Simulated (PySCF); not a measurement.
W(CO)6, C6O6W, SMILES [O+]#[C-]->[W](<-[C-]#[O+])(<-[C-]#[O+])(<-[C-]#[O+])(<-[C-]#[O+])<-[C-]#[O+], singlet, PBE0/def2-SVP optimised geometry.

```
13

W      0.00     0.00     0.00
O      0.00    -3.07     0.95
C      0.00    -1.98     0.61
O      0.00    -0.95    -3.07
C      0.00    -0.61    -1.98
O      3.22     0.00     0.00
C      2.07     0.00     0.00
O     -3.22     0.00     0.00
C     -2.07     0.00     0.00
O      0.00     0.95     3.07
C      0.00     0.61     1.98
O      0.00     3.07    -0.95
C      0.00     1.98    -0.61
```

Density from PySCF 2.14.0 with PBE0/def2-TZVP, def2 effective core potentials past Kr at that geometry. The core electrons that the potentials of W replace are not part of the density.

Minimum of the electron density along straight lines between bonded atoms, close to the bond critical point (lines longer than 1.1 times the sum of covalent radii, or with two minima, are not listed):

| bond | length / Å | ρ at the minimum / e bohr⁻³ | ∇²ρ there / e bohr⁻⁵ | position (fraction from the first atom) |
|---|---|---|---|---|
| O2–C3 | 1.142 | 0.488 | 0.65 | 0.67 |
| O4–C5 | 1.142 | 0.488 | 0.65 | 0.67 |
| O6–C7 | 1.142 | 0.488 | 0.65 | 0.67 |
| O8–C9 | 1.142 | 0.488 | 0.65 | 0.67 |
| O10–C11 | 1.142 | 0.488 | 0.65 | 0.67 |
| O12–C13 | 1.142 | 0.488 | 0.65 | 0.67 |
